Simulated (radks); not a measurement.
Coulomb parameter of the 4d shell of the ruthenium ion Ru2+ in the model configuration [Kr] 4d4.5 5p1.5, as a second difference U = [E(n + 0.5) + E(n - 0.5) - 2 E(n)] / (0.5)^2 with all orbitals relaxed. "Bare": the charge of the atom changes with n. "Screened": the 5p shell takes up the change at fixed total charge, which measures U(4d,4d) + U(5p,5p) - 2 U(4d,5p). Method: scalar-relativistic Kohn-Sham, PBE, spin-unpolarised, spherical densities, point nucleus; computed with a radial shooting solver on a logarithmic mesh with Libxc functionals.

| case | configuration | E - E(n) (eV) |
|---|---|---|
| start | [Kr] 4d4.5 5p1.5 | 0.000 |
| bare +0.5 | [Kr] 4d5 5p1.5 | -13.877 |
| bare -0.5 | [Kr] 4d4 5p1.5 | 17.121 |
| screened +0.5 | [Kr] 4d5 5p1 | -7.021 |
| screened -0.5 | [Kr] 4d4 5p2 | 7.734 |

U(bare) = 12.976 eV, U(screened by 5p) = 2.848 eV, against the Slater integral F0(4d,4d) = 17.189 eV with frozen orbitals.
